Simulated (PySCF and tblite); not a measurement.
The numbers below are computed, except where a source is named.
Stationary points of C₇H₁₃FO at GFN2-xTB, in Å:

Structure A

```
 1 C     2.769   -0.220    0.583
 2 O     2.147    0.134   -0.630
 3 C     0.734    0.178   -0.648
 4 C     0.128    1.238    0.280
 5 C    -1.375    1.343    0.033
 6 C    -2.055   -0.002    0.271
 7 C    -1.427   -1.070   -0.616
 8 F    -2.019   -2.293   -0.345
 9 C     0.072   -1.179   -0.372
10 H     2.494   -1.228    0.908
11 H     3.838   -0.196    0.378
12 H     2.545    0.492    1.383
13 H     0.519    0.463   -1.686
14 H     0.301    0.963    1.322
15 H     0.612    2.198    0.093
16 H    -1.807    2.092    0.697
17 H    -1.552    1.663   -0.996
18 H    -1.937   -0.303    1.314
19 H    -3.124    0.065    0.059
20 H    -1.635   -0.870   -1.676
21 H     0.504   -1.943   -1.021
22 H     0.232   -1.478    0.666
```

Structure B

```
 1 C     2.868   -0.564    0.382
 2 O     2.133    0.492   -0.181
 3 C     0.746    0.315   -0.460
 4 C    -0.029    1.434    0.249
 5 C    -1.506    1.398   -0.127
 6 C    -2.115    0.043    0.219
 7 C    -1.330   -1.061   -0.476
 8 F    -1.862   -2.293   -0.130
 9 C     0.143   -1.037   -0.080
10 H     2.912   -1.439   -0.275
11 H     3.876   -0.169    0.507
12 H     2.486   -0.868    1.362
13 H     0.633    0.447   -1.549
14 H     0.088    1.311    1.328
15 H     0.414    2.391   -0.028
16 H    -2.042    2.187    0.403
17 H    -1.613    1.582   -1.198
18 H    -2.074   -0.125    1.297
19 H    -3.160   -0.003   -0.090
20 H    -1.438   -0.989   -1.567
21 H     0.659   -1.855   -0.584
22 H     0.211   -1.197    0.998
```

Structure C

```
 1 C     3.018   -0.500    0.032
 2 O     2.008    0.329    0.546
 3 C     0.750    0.212   -0.088
 4 C    -0.076    1.429    0.331
 5 C    -1.467    1.391   -0.294
 6 C    -2.197    0.109    0.096
 7 C    -1.373   -1.097   -0.333
 8 F    -2.025   -2.260    0.045
 9 C     0.012   -1.077    0.298
10 H     3.123   -0.371   -1.053
11 H     3.940   -0.194    0.522
12 H     2.834   -1.558    0.246
13 H     0.892    0.226   -1.184
14 H    -0.149    1.431    1.419
15 H     0.453    2.334    0.031
16 H    -2.042    2.256    0.037
17 H    -1.380    1.442   -1.381
18 H    -2.338    0.070    1.177
19 H    -3.180    0.066   -0.376
20 H    -1.298   -1.146   -1.428
21 H     0.570   -1.956   -0.030
22 H    -0.084   -1.120    1.385
```

Level: PBE0/pcSseg-1 + D3(BJ) on GFN2-xTB stationary points, with GFN2-xTB thermal terms.

Question: Which structure is a saddle point, and along which motion?

Answer: B: one imaginary mode (126i cm⁻¹ at GFN2-xTB, mostly on O2, C1, H12), along the rotation about the C3–O2 bond (torsion C4–C3–O2–C1 from -165° to -296°, falling).

Question: Give their symmetry and energies above the lowest.

Answer: A C1, 1.9 kcal/mol; B C1, 4.8 kcal/mol; C C1, 0.0 kcal/mol.
